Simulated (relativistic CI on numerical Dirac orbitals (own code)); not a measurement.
**Fe⁵⁺: L2,3 absorption edge**

Computed with this model: Dirac-Coulomb-Breit CI, KLI orbitals optimised for each configuration, model QED (radiative potential, 1s self-energy scaled to tabulated hydrogen-like ionisation energies), multiplet model of core-to-valence dipole absorption, unscaled Slater integrals; configurations [Ar] 3d3 → [He] 2s2 2p5 3s2 3p6 3d4; 10 K; Lorentzian 0.24 eV and Gaussian 0.3 eV FWHM. Energies are those of the free ion, without screening or charge transfer. The branching ratio is the share of the lower-energy edge in the whole absorption, uncertain by about 0.02 where the edges overlap. S is read from ⟨S²⟩ = S(S + 1).

Field parameters in Wybourne normalisation: D3d B²₀ = −7Dσ, B⁴₀ = −14Dq − 21Dτ, B⁴₃ = −14√(10/7) Dq; D4h B²₀ = −7Ds, B⁴₀ = 21(Dq − Dt), B⁴₄ = 21√(5/14) Dq; Td as Oh with Dq negative (B⁴₀ = 21Dq, B⁴₄ = √(5/14) B⁴₀). The field is a parameter set, without covalency.

Case D4h, 10Dq = 34100, Ds = 1490, Dt = 740 cm⁻¹, the dichroism is that of the ground state at zero temperature, magnetised by exchange field 10 meV on Sz. The dichroism I(Δm = −1) − I(Δm = +1), over the sum of the three polarisations, integrates to -0.0287 on the lower edge and 0.0317 on the upper edge. The branching ratio is 0.550.

**Question.** Use the orbital sum rule with 7 holes to get ⟨Lz⟩.

**Answer.** For a p → d edge ⟨Lz⟩ = 2 × n_h × (sum of both integrals) in this sign convention = 0.04; the ground state itself has ⟨Lz⟩ = 0.07 and ⟨Sz⟩ = -1.50. The rule assumes one radial integral for both edges, which relativistic orbitals only approach.
